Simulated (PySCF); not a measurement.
# Finite-field polarisability of In (indium, neutral)

[Kr] 4d10 5s2 5p1, 2P determinant. Computed with PySCF 2.14 in def2-QZVPPD with the def2 core potential (28 electrons) (8s6p5d4f1g, 88 functions), with a scalar-relativistic core potential. Frozen: 4s2 4p6 4d10. Energy changes in a uniform field (μhartree):

| axis | F (au) | HF | MP2 | CCSD | CCSD(T) |
| --- | --- | --- | --- | --- | --- |
| x | 0.0018 | -98.210 | -96.779 | -95.310 | -95.376 |
| x | 0.0036 | -393.088 | -387.353 | -381.467 | -381.733 |
| y | 0.0014 | -100.195 | -97.523 | -96.332 | -96.355 |
| y | 0.0028 | -402.118 | -391.298 | -386.485 | -386.569 |

By symmetry the remaining axis equals x.

**Question.** Derive α along x at CCSD(T) from the two fields.

**Answer.** With ΔE = −αF²/2 − γF⁴/24, α = −(16 ΔE(F) − ΔE(2F))/(6F²) = 58.86 bohr³.

**Question.** And the mean polarisability at each level?

**Answer.** The components xx, yy, zz at CCSD(T) are 58.86, 98.22, 58.86, the third axis being equal by symmetry to one of the two computed. Means: HF 74.45, MP2 72.96, CCSD 71.95, CCSD(T) 71.98 bohr³. Reference: 65 ± 4 bohr³ (recommended; Schwerdtfeger and Nagle, table of static dipole polarizabilities (2023 update)).

CCSD(T) lies more than 5 % above the reference; correlation of the frozen inner shells, absent here, would lower it, and spin-orbit coupling is absent too.
